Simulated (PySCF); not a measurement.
# Gd²⁺: excitation energy

Gd²⁺ [Xe] 4f7 5d1 (9D) → Gd²⁺ [Xe] 4f6 5d2 (high-spin determinant), as a difference of total energies. Computed with PySCF 2.14 in cc-pVDZ-X2C (8s7p5d3f1g, 84 functions), with the spin-free X2C one-electron Hamiltonian (Gaussian nucleus). Correlated levels: valence: [Kr] 4d10 frozen; valence and next inner shell: [Ar] 3d10 frozen. The calculations carry no spin-orbit coupling.

```tsv
method	excitation energy (eV)
UHF	9.035
LDA	11.138
PBE	10.751
PBE0	10.416
r2SCAN	10.489
MP2 (valence)	10.400
SCS-MP2 (valence)	9.727
MP2 (valence and next inner shell)	10.434
SCS-MP2 (valence and next inner shell)	9.749
```

Task: How much does correlation contribute at MP2 (valence and next inner shell)?

Result: 10.434 − (9.035) = 1.399 eV, measured against UHF.

A first-order spin-orbit estimate (lowest level to lowest level, LS coupling) adds -0.521 eV.

The determinant of the upper state mixes LS terms, which raises its energy above the lowest term, most at the Hartree-Fock and MP2 levels.
